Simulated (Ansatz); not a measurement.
A run for Ansatz (an electronic-structure program): R-SVWN5/def2-TZVPP on H3ISi2 (SMILES [SiH3][Si]I), a point of a torsion scan. Elements past Kr take the def2 small-core potentials; no spin–orbit coupling.

Ansatz 0.2 input:
```yaml
crystal:
  periodic: [false, false, false]
  atoms:
    - {symbol: Si, position_ang: [-0.72997020, -0.02953589, 0.10606600]}
    - {symbol: Si, position_ang: [1.19853021, 1.21165092, -0.14569114]}
    - {symbol: I, position_ang: [2.61371639, 0.72687467, 1.90146003]}
    - {symbol: H, position_ang: [-1.29548554, -0.60316660, 1.33159976]}
    - {symbol: H, position_ang: [-1.77573614, 0.85388120, -0.44209902]}
    - {symbol: H, position_ang: [-0.57178176, -1.14484309, -0.84349578]}
basis:
  gaussian:
    orbitals: def2-TZVPP
hamiltonian:
  xc: {name: SVWN5}
scf: {lower_state_search: off}
```

Output:

```
WARN ansatz: RAYON_NUM_THREADS=1 ignored (pool sized by the plan → 1); use --threads N
Functional definition: SVWN5
these checks for a lower state are left out or cut short: stability, starts, cluster_reference, orbital_swaps, neighbouring_geometries, increment
integrals: 0.10 GiB planned
1120 factors; their error is unknown
mean field: 0.61 GiB planned
mean field evaluation 1: about -23828.6727 eV, gradient 2.1e1 eV
mean field evaluation 2: about -23827.1953 eV, gradient 2.9e1 eV
mean field evaluation 4: about -23830.4225 eV, gradient 4.9e0 eV
mean field evaluation 8: about -23830.5088 eV, gradient 1.0e-1 eV
mean field evaluation 16: about -23830.4719 eV, gradient 8.9e-5 eV
mean field -23830.47192867 eV, -875.7536905046 hartree, gradient 7.9e-6 eV, S^2 0.000000; 0 other end points of the search recorded, 0 dependent functions left out
reference -23830.47196489 eV, -875.7536918356 hartree; 28, 28 occupied and 148, 148 virtual orbitals, 1120 factors
Total energy: -23830.47196489 eV, -875.7536918356 hartree
Checks for a lower state left out: stability, starts, cluster_reference, orbital_swaps, neighbouring_geometries, increment
```

The calculation finished and met its thresholds.

Cost: about 1.9 core-seconds (a rough figure).
